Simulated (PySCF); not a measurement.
SiBi: input and log

State: ⁴Π (quartet), unpaired electrons π ↑↑↑, a second solution, started from another occupation.

An equivalent input (the run itself took its basis sets from the Basis Set Exchange, started from a PBE0 density and held the occupation σ 9α 9β, πx 4α 3β, πy 5α 3β, δx 1α 1β, δy 1α 1β):

```python
from pyscf import gto, dft
mol = gto.M(atom='Si 0 0 0; Bi 0 0 2.465', basis={'Si': 'def2-SVPD', 'Bi': 'def2-SVPD'}, ecp={'Bi': 'def2-SVPD'},
            charge=0, spin=3, verbose=4, symmetry='C2v')
mf = dft.UKS(mol, xc='PBE0')
mf.grids.atom_grid = (80, 434)
mf.grids.prune = dft.gen_grid.treutler_prune
mf.irrep_nelec = {'A1': (10, 10), 'A2': (1, 1), 'B1': (4, 3), 'B2': (5, 3)}
mf.conv_tol = 1e-9
mf.max_cycle = 60
mf.diis_space = 10
mf.kernel()
```

The log (some set-up lines and the per-cycle HOMO/LUMO lines removed):

```
******** <class 'pyscf.dft.uks_symm.SymAdaptedUKS'> ********
method = SymAdaptedUKS
damping factor = 0
level_shift factor = 0
DIIS = <class 'pyscf.scf.diis.CDIIS'>
diis_start_cycle = 1
diis_space = 10
diis_damp = 0
SCF conv_tol = 1e-09
SCF conv_tol_grad = None
SCF max_cycles = 60
number electrons alpha = 20  beta = 17
Set gradient conv threshold to 3.16228e-05
init E= -503.799024080596
cycle= 1 E= -503.807029189506  delta_E= -0.00801  |g|= 0.0117  |ddm|= 0.0752
cycle= 2 E= -503.807090106119  delta_E= -6.09e-05  |g|= 0.00936  |ddm|= 0.0612
cycle= 3 E= -503.807176488889  delta_E= -8.64e-05  |g|= 0.00261  |ddm|= 0.028
cycle= 4 E= -503.807181931796  delta_E= -5.44e-06  |g|= 0.000317  |ddm|= 0.00541
cycle= 5 E= -503.807182122328  delta_E= -1.91e-07  |g|= 0.000202  |ddm|= 0.0014
cycle= 6 E= -503.807182187511  delta_E= -6.52e-08  |g|= 3.34e-05  |ddm|= 0.000747
cycle= 7 E= -503.807182191156  delta_E= -3.65e-09  |g|= 6.75e-06  |ddm|= 0.000239
cycle= 8 E= -503.807182191238  delta_E= -8.28e-11  |g|= 1.21e-06  |ddm|= 3.05e-05
Extra cycle  E= -503.807182191242  delta_E= -3.75e-12  |g|= 1.1e-06  |ddm|= 6.53e-06
converged SCF energy = -503.807182191242  <S^2> = 3.7605603  2S+1 = 4.0052766
```

Repeating this along the bond gives Re = 2.741 Å and ωe = 273 cm⁻¹.

A point of this curve took 1.3 CPU seconds beside 0.28 for the integrals, on Arm Neoverse N1 (shared host).

Spin–orbit coupling is left out, which matters for elements this heavy, above all for dissociation energies.
